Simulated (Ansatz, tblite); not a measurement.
Removing and adding an electron: Be₃S₃ (the lowest singlet isomer of a short search). Total charge 0; singlet. Geometry: r2SCAN-D4/def2-SVP. Ansatz, gas phase; energy differences of separate SCF runs; the oxidised species was run as a doublet alone; the reduced species was run as a doublet alone.

Cartesian coordinates in Å:
```
Be 0.721 0.497 1.117
Be -1.180 -0.764 0.200
Be 0.459 0.266 -1.317
S -0.704 -0.409 2.022
S 1.812 1.173 -0.306
S -1.107 -0.764 -1.715
```

The xTB rows come from tblite. Correlated methods freeze 15 core orbitals. In CCSD on the charge 1 doublet the largest single amplitude is 0.24, so its Hartree–Fock determinant may place the open shell otherwise than the density functionals do. The structure comes from a short search, and lower isomers may exist.

(1) Estimate orbital energies and vertical ionisation energies and electron affinities at: GFN1-xTB; GFN2-xTB; HF/def2-TZVPP; PBE-D4/def2-TZVPD; r2SCAN-D4/def2-TZVPD; PBE0-D4/def2-TZVP; PBE0-D4/def2-TZVPD; MP2/def2-TZVPP; CCSD/def2-TZVPP; CCSD(T)/def2-TZVPP.

Results:

(1) 
```tsv
level	−HOMO (eV)	vertical IE (eV)	−LUMO (eV)	vertical EA (eV)	HOMO–LUMO gap (eV)	IE − EA (eV)	remarks
GFN1-xTB	10.23	13.17	7.22	4.24	3.01	8.93	–
GFN2-xTB	11.65	14.23	7.89	5.10	3.76	9.12	–
HF/def2-TZVPP	–	8.90	–	–	–	–	–
PBE-D4/def2-TZVPD	6.64	–	3.29	1.24	3.35	–	HOMO above zero (-1 doublet)
r2SCAN-D4/def2-TZVPD	6.89	–	2.97	1.19	3.92	–	HOMO above zero (-1 doublet)
PBE0-D4/def2-TZVP	7.72	9.55	2.49	–	5.22	–	–
PBE0-D4/def2-TZVPD	7.76	–	2.53	1.12	5.23	–	HOMO above zero (-1 doublet)
MP2/def2-TZVPP	–	10.00	–	–	–	–	–
CCSD/def2-TZVPP	–	9.75	–	–	–	–	–
CCSD(T)/def2-TZVPP	–	9.76	–	–	–	–	–
```

Relaxing the reduced species (r2SCAN-D4/def2-SVPD) changes its energy by -0.09 eV at PBE-D4/def2-TZVPD, so the adiabatic electron affinity to this nearest minimum is 1.33 eV. At PBE0-D4/def2-TZVPD it is 1.23 eV. The highest occupied level of the relaxed charge -1 doublet lies above zero (up to 0.65 eV). By energy differences its removal costs 1.33 eV (each at its own geometry, to the charge 0 singlet, at PBE-D4/def2-TZVPD); the vertical value is larger still, so the positive level points to self-interaction error.  Run but left out: PBE-D4/def2-TZVP, r2SCAN-D4/def2-TZVP (charge +1 doublet: an occupied level 0.17 to 0.22 eV above an empty one).   A HOMO above zero means that the electron is unbound at that level or that self-interaction error raises the level; the energy of removing that electron tells which. Raw xTB energy differences between charge states are shifted by several eV; the methods need an empirical correction for them.
